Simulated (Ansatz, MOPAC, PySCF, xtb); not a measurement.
Dimer: SiH4 (SMILES [SiH4]) (first 5 atoms) with Si2H6 (SMILES [SiH3][SiH3]); geometry from B3LYP-D3(BJ)/def2-TZVP, rigid monomers moved along the line of their centres of mass till Si1···H11 is 3.58 Å.
(charge 0, multiplicity 1):
```xyz
13

Si    -0.0956     0.1107    -0.1592
H     -0.2077    -1.1479     0.6113
H     -1.4479     0.5939    -0.5160
H      0.6863    -0.1350    -1.3923
H      0.5919     1.1291     0.6652
Si     0.9235    -0.9050     4.2786
Si    -0.7632     0.7239     4.2567
H      0.3357    -2.2542     4.0972
H      1.6328    -0.8684     5.5813
H      1.9093    -0.6650     3.1988
H     -1.6083     0.5987     3.0450
H     -0.1704     2.0828     4.2805
H     -1.6323     0.5638     5.4484
```

Counterpoise-corrected where a basis set is named; no monomer relaxation. Rows marked so take none.

Frozen-core correlation. Rows in 6-31G*, LANL2DZ carry no dispersion term and start afresh at each structure (6-31G* with six Cartesian d functions). LANL2DZ brings its own core potentials from Na on. The state that AM1 reach isn't checked.

The values were computed with Ansatz (Gaussian orbitals); MOPAC for AM1 (differences of heats of formation); PySCF for 6-31G* rows, LANL2DZ rows, the dispersion terms; xtb for the GFN methods. Each number belongs to the level named beside it.

| level | interaction energy (kcal/mol) |
|---|---|
| AM1 | 0.04 |
| GFN2-xTB | -1.67 |
| r2SCAN/def2-TZVPPD | -0.61 |
| r2SCAN-D4/def2-TZVPPD | -1.13 |
| B3LYP/LANL2DZ (no counterpoise) | 0.37 |
| PBE0-D4/def2-TZVPPD | -1.53 |
| M06-2X/6-31G* (no counterpoise) | -1.30 |
| MP2/aug-cc-pV(D+d)Z | ___ |
| CCSD(T)/aug-cc-pV(D+d)Z | ___ |

Problem. Complete the blanks.

Solution. 
- MP2/aug-cc-pV(D+d)Z, interaction energy (kcal/mol): -1.02
- CCSD(T)/aug-cc-pV(D+d)Z, interaction energy (kcal/mol): -1.08

Ansatz is a quantum-chemistry and plane-wave program.
